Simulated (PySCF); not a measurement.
Level of theory: geometry: GFN2-xTB, NMR shieldings at PBE0/pcSseg-1/GIAO, in PySCF (relativity neglected, one computed conformer, no solvent, one averaged value for each set of equivalent atoms).

Shifts are taken against calculated references (same method and geometry level): 1H (σ = 31.72 ppm), 13C (σ = 186.93 ppm) vs TMS. Shifts are as computed. Against solution values, carbons near 30 ppm lie about +3 ppm off and those near 130 ppm about +5 ppm. Of 1211 compounds with measured shifts, 218 miss one by over three times the rms of a fit or turn the order of signals round; such compounds aren't used in these exercises.

Q: Order these molecules by the shift of their most shielded carbon, lowest δ first.
A. FC(F)(F)C#Cc1ncncn1
B. c1cc(P2CCC2)ccn1
C. Cc1pccnc1C1CC1
D. CC(C)OC=O

A: C (16.1 ppm, three-membered-ring carbon), D (23.5 ppm, methyl carbon), B (28.3 ppm, sp3 CH2 bonded to P), A (84.6 ppm, alkyne carbon).

Q: Order these molecules by the shift of their most shielded carbon-bound hydrogen, lowest δ first.
A. FC(F)(F)C#Cc1ncncn1
B. Cc1cpcnc1C1CC1
C. c1cc(P2CCC2)ccn1

A: B (1.11 ppm, hydrogen on a three-membered-ring carbon), C (2.25 ppm, hydrogen on an sp3 CH2 bonded to P), A (9.55 ppm, hydrogen on an aromatic CH between two ring heteroatoms).

Q: How many 13C and 1H signals does each give (equivalence by symmetry and fast rotation, but not about amide C–N or C=N bonds)? `c1cc(P2CCC2)ccn1`, `Cc1pccnc1C1CC1`, `Cc1cpcnc1C1CC1`, `CC(C)OC=O`, `FC(F)(F)C#Cc1ncncn1`

A: c1cc(P2CCC2)ccn1: 5 C, 4 H; Cc1pccnc1C1CC1: 7 C, 6 H; Cc1cpcnc1C1CC1: 7 C, 6 H; CC(C)OC=O: 3 C, 3 H; FC(F)(F)C#Cc1ncncn1: 5 C, 1 H.
